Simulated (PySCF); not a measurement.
# Electron correlation in Tc⁺ (technetium, charge +1)

[Kr] 4d5 5s1, high-spin 7S determinant. Calculation: PySCF 2.14, in def2-TZVPPD with the def2 core potential (28 electrons); a scalar-relativistic core potential. Frozen: 4s2 4p6; 6 electrons correlated.

```csv
level,correlation energy (mhartree)
CCSD,-85.44
(T),-1.49
CCSD(T),-86.93
```

Diagnostics: T1 = 0.0055, D1 = 0.0187, largest double amplitude 0.029.

Cost of the coupled-cluster step: about 1.8 core-seconds, for 6 correlated electrons.
